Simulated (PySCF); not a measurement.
# Spin states and ions at one geometry of Au2F2

PySCF 2.14.0, RKS TPSS, Au def2-SVP with ECP60, F def2-SVP; non-relativistic Hamiltonian with scalar-relativistic core potentials where named; density fitting; no spin-orbit coupling; singlets restricted, open shells unrestricted. The geometry is relaxed for charge 0, singlet, vacuum:

```xyz
4

Au    0.0000    0.0000    1.5309
Au    0.0000    0.0000   -1.5309
F     1.6047    0.0000    0.0000
F    -1.6047    0.0000    0.0000
```

Energies count from the relaxed state; an electron taken off or put on is at rest in vacuum. Charges and spins are Mulliken's.

```tsv
state	energy (eV)	spin squared	charge on Au1 (e)	spin on Au1 (e)	dipole about the centre of mass (D)
charge 0, singlet, vacuum	0.00	0.00	0.37	0.00	0.00
charge 0, triplet, vacuum	0.82	2.00	0.30	0.74	0.00
charge -1, doublet, vacuum	-2.22	0.76	-0.10	0.45	0.00
```

Task: What does the state charge +1, doublet, vacuum give?

Result: energy (eV) 8.91, spin squared 0.76, charge on Au1 (e) 0.77, spin on Au1 (e) 0.27, dipole about the centre of mass (D) 0.00.

With an electron taken off (doublet) the charges change, summed by element, by Au +0.81 e, F +0.19 e. The vertical ionisation energy is 8.91 eV, against −ε(HOMO) = 5.74 eV of the relaxed state. The level lies 3.2 eV too high, as is usual for semilocal functionals and global hybrids, which keep a self-interaction error.

With an electron put on (doublet) the charges change, summed by element, by Au -0.95 e, F -0.05 e. The vertical electron affinity is 2.22 eV, against −ε(LUMO) = 4.66 eV of the relaxed state. The basis has no diffuse functions, which an added electron needs. The added electron's level lies above zero.

Open shells may have lower solutions than those found.

No frequency check is given that shows the relaxed geometry to be a minimum.
